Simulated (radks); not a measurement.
Results of a calculation; reference values are marked as such.
Initial-state core-level shifts of neutral erbium when its valence configuration changes from [Xe] 4f12 6s2. Level of theory: Dirac Kohn-Sham, BLYP, spin-unpolarised, spherical densities, finite nucleus; open shells fill j = l - 1/2 first; Fermi nuclear charge, rms radius 5.2516 fm (a radial shooting solver on a logarithmic mesh with Libxc functionals). Shifts are changes of the shell-averaged eigenvalues in eV (positive: less bound); the change of the density at the nucleus, which sets a Mossbauer isomer shift, is in e/bohr^3, on a base of 8.731e+05.

| valence | 3s | 4s | 4p | 5p | density at nucleus |
|---|---|---|---|---|---|
| 4f14 | +3.110 | +3.087 | +3.020 | +0.431 | -86.91 |
| 4f12 5d2 | +0.659 | +0.689 | +0.701 | +0.824 | -64.86 |
| 4f11 5d1 6s2 | -7.621 | -7.383 | -7.254 | -3.248 | +43.85 |
| 4f10 5d2 6s2 | -16.383 | -15.653 | -15.334 | -6.212 | +93.77 |
| 4f12 6p2 | -2.438 | -2.457 | -2.463 | -2.536 | -62.35 |
| 4f11 6s2 6p1 | -10.677 | -10.459 | -10.339 | -6.236 | +62.39 |
| 4f11 5d2 6s1 | -6.429 | -6.178 | -6.042 | -2.064 | +1.99 |
